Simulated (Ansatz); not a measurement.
The same path of AlF2H3O2 (8 atoms, charge 0, multiplicity 1) was run twice with different band settings. Lost on the way: F7–H8. Made: O2–H8.

Computed with Ansatz 0.2.0, RHF/def2-SVP.

Relaxed end points:

```xyz
8
Properties=species:S:1:pos:R:3
Al -0.110 0.038 0.062
O -0.160 -0.089 1.783
H -0.567 -0.711 2.359
O 1.224 -0.429 -0.836
H 2.118 -0.621 -0.625
F -1.566 0.084 -0.713
F 0.164 1.947 0.616
H 0.056 1.687 1.505
```

```xyz
8
Properties=species:S:1:pos:R:3
Al 0.109 0.461 -0.078
O -0.077 0.176 1.856
H -0.836 -0.342 2.101
O 1.558 -0.214 -0.595
H 1.772 -0.978 -1.096
F -1.321 -0.302 -0.454
F 0.042 2.115 0.067
H -0.087 0.989 2.351
```

Common settings: spring 5.0 eV/Å²; optimiser quadratic models (default); start path through a guess of the saddle point; force threshold 0.05 eV/Å; iteration limit 60; end points relaxed.

| run | movable images | climbing image |
| --- | --- | --- |
| 1 | 7 | yes |
| 2 | 6 | no |

Question: What does each run give, and how far can it be trusted?

Answer: Run 1: converged after 31 iterations, highest image 0.105 eV above the first end. Beside the main top the profile has a ripple of under 15 meV (maxima at images 3, 7), which may be a very shallow well or noise. A vibrational analysis at the climbing image gives one clearly imaginary mode, 885i cm⁻¹: a first-order saddle point.
Run 2: converged after 35 iterations, highest image 0.034 eV above the first end. No image climbed, so the highest image needn't sit at the top of the path. A band with more images between the same ends climbed to 0.10 eV, so this one has probably stepped over the top.
The orbitals stay closed-shell, which can raise the energy where a bond breaks towards radicals; this wasn't checked here.
